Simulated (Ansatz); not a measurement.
Task: Predict a relaxed structure of `c1cc2sc(-c3cc4sc(-c5cc6sccc6s5)cc4s3)cc2s1`, charge 0, singlet, at r2SCAN-D4/def2-SVP (Ansatz).

Result: 
```xyz
32

C     5.4297   -6.3282   -0.3150
C     5.6934   -5.0234    0.0355
C     4.5143   -4.2351   -0.0283
S     4.1299   -2.5712    0.2677
C     2.4366   -2.8430   -0.1395
C     1.5038   -1.7489   -0.0840
C     1.7464   -0.4245    0.2634
C     0.5723    0.3554    0.1986
S     0.1882    2.0197    0.4950
C    -1.5044    1.7484    0.0862
C    -2.4371    2.8425    0.1413
C    -2.1949    4.1645    0.4914
C    -3.3717    4.9462    0.4260
S    -3.7639    6.6086    0.7243
C    -5.4296    6.3284    0.3148
C    -5.6933    5.0237   -0.0363
C    -4.5142    4.2353    0.0276
S    -4.1290    2.5723   -0.2725
C    -1.7467    0.4243   -0.2626
C    -0.5727   -0.3557   -0.1973
S    -0.1882   -2.0197   -0.4952
C     2.1948   -4.1648   -0.4908
C     3.3715   -4.9464   -0.4251
S     3.7635   -6.6092   -0.7219
H     6.1325   -7.1607   -0.3599
H     6.6809   -4.6577    0.3210
H     2.7328   -0.0541    0.5490
H    -1.2093    4.5347    0.7799
H    -6.1319    7.1613    0.3584
H    -6.6803    4.6585   -0.3240
H    -2.7327    0.0538   -0.5493
H     1.2089   -4.5350   -0.7786
```
Point group C2h (tolerance 0.1 Å). This is one stationary point.
